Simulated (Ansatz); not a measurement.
Basis-set extrapolation for C2H8BClO (`C[B-](C)([OH2+])Cl`) (PBE0-D4/def2-TZVP geometry, frozen core, Ansatz). Multiplicity 1, RHF reference.

```json
{"": "HF", "def2-TZVPP": "-639.586686", "def2-QZVPP": "-639.607664"}
{"": "MP2 correlation", "def2-TZVPP": "-0.921554", "def2-QZVPP": "-0.991055"}
{"": "CCSD(T) correlation", "def2-TZVPP": "-1.010756", "def2-QZVPP": "not run"}
```

Energies in hartree. Use E(X) = E(∞) + A·exp(−7.88·√X) for Hartree–Fock and E(X) = E(∞) + B·X^(−2.97) for correlation, with X = 3 and 4, and add CCSD(T) minus MP2 of the smaller set to the MP2 limit.

Problem. What is the CCSD(T) energy at the basis-set limit?

Solution. HF limit: -639.607664 + (-0.020978) × 0.13774 = -639.61055. MP2 limit: -0.991055 + (-0.069501) × 0.74074 = -1.04254. Higher-order term: -1.010756 − (-0.921554) = -0.08920. Total: -640.74229 hartree, 90.9 kcal/mol below CCSD(T)/def2-TZVPP.
